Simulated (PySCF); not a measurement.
## Hf: excitation energy

Hf [Xe] 4f14 5d2 6s2 (3F) → Hf [Xe] 4f14 5d1 6s2 6p1 (high-spin determinant), as a difference of total energies. Computed with PySCF 2.14 in def2-TZVPPD with the def2 core potential (60 electrons), with a scalar-relativistic core potential. Correlated levels: valence: 5s2 5p6 frozen; valence and next inner shell: nothing frozen outside the core potential. The calculations carry no spin-orbit coupling.

| method | excitation energy (eV) |
| --- | --- |
| UHF | 1.682 |
| LDA | 2.309 |
| PBE | 2.281 |
| PBE0 | 2.191 |
| r2SCAN | 2.421 |
| wB97X-V | 1.988 |
| PBEsol | 2.267 |
| CAM-B3LYP | 2.127 |
| MP2 (valence and next inner shell) | 2.026 |
| SCS-MP2 (valence and next inner shell) | 1.956 |

**Question.** Estimate what MP2 (valence) gives.

**Answer.** 1.902 eV, closest to SCS-MP2 (valence and next inner shell) among the rows shown.

**Question.** Estimate what SCS-MP2 (valence) gives.

**Answer.** 1.836 eV, closest to SCS-MP2 (valence and next inner shell) among the rows shown.

The determinant of the upper state mixes LS terms, which raises its energy above the lowest term, most at the Hartree-Fock and MP2 levels.
